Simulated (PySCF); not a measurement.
Compound: C₄H₅ClGe.
SMILES with atom numbers: `[Cl:1][GeH:2]1[CH:3]=[CH:4][CH:5]=[CH:6]1` (hydrogens: H7 on Ge2; H8 on C3; H9 on C4; H10 on C5; H11 on C6)

Computed by this run: PySCF, PBE0-D3(BJ)/def2-SVP geometry optimisation, gas phase; density fitting, grid level 1; the optimiser is geomeTRIC in internal coordinates, started from a GFN2-xTB structure with every atom displaced at random (about 0.01 Å).

Geometry at step 0:
```
atom  x, y, z in Å
Cl1    -1.8824   -2.0688   -1.3476
Ge2    -1.0140   -0.9847    0.2337
C3     -0.9795    0.9661   -0.0590
C4      0.3523    1.3398   -0.1638
C5      1.3467    0.2978   -0.0590
C6      0.9559   -0.9510    0.1551
H7     -1.6380   -1.4824    1.5233
H8     -1.7608    1.6708   -0.1243
H9      0.6311    2.3643   -0.3080
H10     2.3829    0.5989   -0.1266
H11     1.6438   -1.7766    0.2606
```

Question: What forces act on the atoms?

Answer: 
| atom | Fx (eV/Å) | Fy (eV/Å) | Fz (eV/Å) |
| --- | --- | --- | --- |
| Cl1 | -0.457 | -0.506 | -0.806 |
| Ge2 | 1.259 | 1.437 | 0.457 |
| C3 | 2.766 | -0.653 | -0.065 |
| C4 | -3.288 | -0.776 | 0.227 |
| C5 | 0.656 | 0.412 | 0.075 |
| C6 | -0.794 | -1.151 | 0.112 |
| H7 | -0.145 | -0.104 | 0.261 |
| H8 | -1.163 | 0.927 | -0.085 |
| H9 | 0.302 | 0.799 | -0.139 |
| H10 | 0.591 | -0.043 | -0.060 |
| H11 | 0.273 | -0.343 | 0.024 |

The largest, 3.39 eV/Å, acts on C4; the rms over all components is 0.965 eV/Å. The forces sum to zero within rounding, as they must for an isolated molecule in no field.

Question: Give the force on C4 in Eh/bohr and in nN.

Answer: 3.386 eV/Å ÷ 51.422 = 0.06585 Eh/bohr, and 3.386 eV/Å × 1.602 = 5.43 nN.

Question: How far is this geometry from the end of the optimisation?

Answer: 0.199 eV above it, and 0.040 Å rms away after alignment. The bonds farthest from their final lengths, with half the difference of the two atoms' forces along the bond (positive lengthens):

```
   bond  now (Å)  final (Å)  force along bond (eV/Å)
Cl1–Ge2    2.105      2.165                    +1.33
  C4–C5    1.444      1.486                    +0.92
  C3=C4    1.387      1.346                    -2.93
  C3–H8    1.054      1.091                    +1.98
 Ge2–C3    1.973      1.940                    -0.98
 Ge2–C6    1.972      1.940                    -1.04
```

The angle farthest from its final value is C3–Ge2–C6, 87.7° against 90.7°.

Of the 6 listed bonds off by 0.010 Å or more, this force points towards the final length in 6.

What follows is the cost of the whole optimisation. Hardware: one thread, Arm Neoverse N1 (aarch64) (shared host). Cost: 2.9 min, 0.52 GiB resident at most.
